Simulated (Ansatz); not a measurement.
Relaxation of H$_{4}$InNSi (7 atoms, charge 0, multiplicity 1), to a largest force component of 0.02 eV/Å in at most 50 steps.

Theory: RKS B3LYP-D4/def2-SVP (Ansatz 0.2.0).

```xyz
7
Properties=species:S:1:pos:R:3
N -1.142 -0.719 -0.152
Si 0.079 0.577 -0.081
In 0.585 -1.075 1.575
H -1.024 -1.123 -1.101
H -0.152 1.582 -1.141
H -2.041 -0.439 0.289
H 1.665 -0.548 -0.386
```

Where does it end, and by what steps?

The forces met the threshold. After 11 steps the energy has fallen by 1.633 eV; H7 moved furthest, 0.99 Å. Joined: Si2–H7.

| step | energy less start (eV) | largest force component (eV/Å) | accepted |
| --- | --- | --- | --- |
| 0 | 0.0000 | 2.402 | yes |
| 1 | -0.9860 | 1.078 | yes |
| 2 | -1.4008 | 0.430 | yes |
| 3 | -1.4706 | 0.161 | yes |
| 4 | -1.5089 | 0.170 | yes |
| 5 | -1.5679 | 0.399 | yes |
| 6 | -1.6172 | 0.275 | yes |
| 7 | -1.6318 | 0.058 | yes |
| 8 | -1.6231 | 0.195 | no |
| 9 | -1.6325 | 0.039 | yes |
| 10 | -1.6325 | 0.031 | yes |
| 11 | -1.6326 | 0.011 | yes |

```xyz
7
Properties=species:S:1:pos:R:3
N -0.983 -0.786 -0.153
Si 0.434 0.399 -0.150
In 0.261 -1.074 2.178
H -1.082 -1.430 -0.938
H -0.066 1.702 -0.725
H -1.902 -0.379 0.027
H 1.307 -0.177 -1.236
```

Whether the end is a true minimum wasn't checked by a vibrational analysis.

Run time: 36 s on 1 thread of Arm Neoverse V2 (shared host), peak memory 0.16 GiB.
